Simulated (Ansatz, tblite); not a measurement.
Cost and result up the ladder for AlMe2(acac) (C7H13AlO2) (23 atoms). The state is a singlet with charge 0. Geometry: PBE-D4/def2-SVP.

Cartesian coordinates in Å:
```
Al 0.911 1.189 -0.073
C 2.600 0.993 -1.062
H 2.751 -0.038 -1.446
H 3.480 1.239 -0.430
H 2.641 1.676 -1.939
C 0.369 2.857 0.816
H -0.647 2.792 1.260
H 0.366 3.718 0.114
H 1.067 3.124 1.640
O 0.743 -0.237 1.148
C -0.092 -1.216 1.101
C 0.017 -2.216 2.221
C -1.062 -1.379 0.087
C -1.222 -0.478 -0.990
C -2.278 -0.719 -2.035
O -0.504 0.577 -1.158
H -0.717 -3.038 2.138
H 1.044 -2.636 2.235
H -0.120 -1.694 3.190
H -1.727 -2.250 0.140
H -2.888 -1.617 -1.833
H -1.792 -0.820 -3.027
H -2.937 0.172 -2.099
```

Ansatz on 2 threads of AMD EPYC 7R13 on a shared host and a share (18 GiB) of an NVIDIA H100 80GB HBM3; xTB runs through tblite on one thread. Times are rough, summed over both states, and most runs start from the orbitals of an earlier one. PBE0-D4/def2-TZVP serves as the yardstick here, not as an exact answer. The other state is a doublet.

The xTB rows come from tblite.

Raw xTB energies of ions are shifted by several eV.

| level | functions | wall time | vertical IE (eV) | difference from PBE0-D4/def2-TZVP (eV) |
| --- | --- | --- | --- | --- |
| GFN2-xTB | 58 | 0.031 s | 12.01 | 3.66 |
| GFN1-xTB | 71 | 0.046 s | 13.02 | 4.67 |
| revPBE-D4/def2-TZVP | 394 | 26 s | 8.01 | -0.34 |
| PBE-D4/def2-TZVP | 394 | 27 s | 7.99 | -0.35 |
| PBE0-D4/def2-TZVP (with forces) | 394 | 31 s | 8.35 | 0.00 |
